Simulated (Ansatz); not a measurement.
Geometry optimisation, DFT PBE, scalar-relativistic, plane waves, PAW (Ansatz).

input.yaml

```yaml
crystal:
  lattice:
    - [0.0, 5.43, 5.43]
    - [5.43, 0.0, 5.43]
    - [5.43, 5.43, 0.0]
  atoms:
    - { symbol: Si, position: [0.0, 0.0, 0.0] }
    - { symbol: Si, position: [0.125, 0.125, 0.125] }
    - { symbol: Si, position: [0.0, 0.0, 0.5] }
    - { symbol: Si, position: [0.125, 0.125, 0.625] }
    - { symbol: Si, position: [0.0, 0.5, 0.0] }
    - { symbol: Si, position: [0.125, 0.625, 0.125] }
    - { symbol: Si, position: [0.0, 0.5, 0.5] }
    - { symbol: Si, position: [0.125, 0.625, 0.625] }
    - { symbol: Si, position: [0.5, 0.0, 0.0] }
    - { symbol: Si, position: [0.625, 0.125, 0.125] }
    - { symbol: Si, position: [0.5, 0.0, 0.5] }
    - { symbol: Si, position: [0.625, 0.125, 0.625] }
    - { symbol: Si, position: [0.5, 0.5, 0.0] }
    - { symbol: Si, position: [0.625, 0.625, 0.125] }
    - { symbol: Si, position: [0.5, 0.5, 0.5] }
    - { symbol: Si, position: [0.625, 0.625, 0.625] }
    - { symbol: Si, position: [0.7420121, 0.7535836, 0.7551489] }
basis:
  ecutwfc: 420.0
kpoints:
  mp_grid: { grid: [2, 2, 2] }
hamiltonian:
  xc: pbe
  pseudopotentials: { kind: paw, azcp: { folder: soft_1 } }
scf:
  occupations: { method: gaussian, width: 0.05 }
  lower_state_search: "off"
relax:
  f_tol: 0.03
  max_steps: 60
  adjacent_minimum: "off"
```

Run as:

```bash
$ ansatz run input.yaml --threads 1 --pin off --max-ram 3072MiB --backend cpu --events-out ev --progress --plain --runs-dir out
```

Where does it end, and by what steps?

The run converged. The force dipped under the threshold on the way, but the program's further checks kept it going. After 3 steps the energy has fallen by 0.135 eV; Si17 moved furthest, 0.05 Å.

```
step  energy less start (eV)  largest force component (eV/Å)  accepted
   0                  0.0000                           0.670       yes
   1                 -0.1192                           0.219       yes
   2                 -0.1346                           0.024       yes
   3                 -0.1346                           0.024       yes
```

```xyz
17
Lattice="0.0000 5.4300 5.4300 5.4300 0.0000 5.4300 5.4300 5.4300 0.0000" Properties=species:S:1:pos:R:3
Si 0.000 0.000 0.000
Si 1.355 1.353 1.352
Si 2.718 2.713 0.033
Si 4.077 4.076 1.353
Si 2.718 0.033 2.712
Si 4.078 1.353 4.075
Si 5.398 2.713 2.713
Si 6.769 4.092 4.091
Si 0.037 2.715 2.714
Si 1.354 4.078 4.077
Si 2.717 5.396 2.715
Si 4.100 6.763 4.096
Si 2.717 2.716 5.396
Si 4.100 4.096 6.762
Si 5.437 5.427 5.426
Si 6.766 6.764 6.763
Si 8.151 8.142 8.141
```

Time of the run: 14 s on 1 thread of Arm Neoverse V2, on a shared host, peak memory 0.49 GiB.
